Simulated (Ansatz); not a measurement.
The inner images of a band of AlClF₃H (6 atoms, charge 0, multiplicity 1) are given out of order.

Level of theory: RHF/def2-SVP (Ansatz).

Image 0:

```xyz
6
Properties=species:S:1:pos:R:3
Al 0.008 0.000 0.181
Cl -0.004 0.615 2.195
F 1.415 0.109 -0.657
F -1.410 0.024 -0.647
F 0.065 -1.932 0.655
H 0.071 -2.112 1.554
```

Image 6:

```xyz
6
Properties=species:S:1:pos:R:3
Al 0.019 -0.433 -0.240
Cl 0.015 -0.063 2.287
F 1.407 0.334 -0.650
F -1.415 0.250 -0.642
F 0.067 -2.057 0.031
H 0.053 -1.327 2.494
```

Task: Put them in order from the first end to the last, with their energies above the first end.
A.
```xyz
6
Properties=species:S:1:pos:R:3
Al 0.017 -0.413 -0.183
Cl 0.014 -0.042 2.313
F 1.417 0.287 -0.663
F -1.422 0.209 -0.654
F 0.066 -2.014 0.242
H 0.053 -1.323 2.226
```
B.
```xyz
6
Properties=species:S:1:pos:R:3
Al 0.016 -0.376 -0.103
Cl 0.015 -0.026 2.315
F 1.428 0.221 -0.673
F -1.429 0.146 -0.663
F 0.064 -1.969 0.444
H 0.051 -1.292 1.961
```
C.
```xyz
6
Properties=species:S:1:pos:R:3
Al 0.014 -0.291 -0.012
Cl 0.014 0.045 2.278
F 1.429 0.157 -0.696
F -1.428 0.085 -0.684
F 0.063 -1.932 0.657
H 0.052 -1.361 1.739
```
D.
```xyz
6
Properties=species:S:1:pos:R:3
Al 0.011 -0.156 0.075
Cl 0.008 0.197 2.245
F 1.424 0.140 -0.695
F -1.422 0.063 -0.684
F 0.065 -1.943 0.719
H 0.059 -1.597 1.620
```
E.
```xyz
6
Properties=species:S:1:pos:R:3
Al 0.008 -0.056 0.136
Cl 0.002 0.396 2.218
F 1.417 0.124 -0.682
F -1.414 0.043 -0.673
F 0.065 -1.948 0.681
H 0.066 -1.856 1.601
```

Result: E (+5.1 kJ/mol), D (+30.0 kJ/mol), C (+73.9 kJ/mol), B (+37.8 kJ/mol), A (+16.4 kJ/mol).

Run time: 49 s on 1 thread of Intel(R) Xeon(R) CPU @ 2.60GHz (Ice Lake) (shared host), peak memory 0.17 GiB.
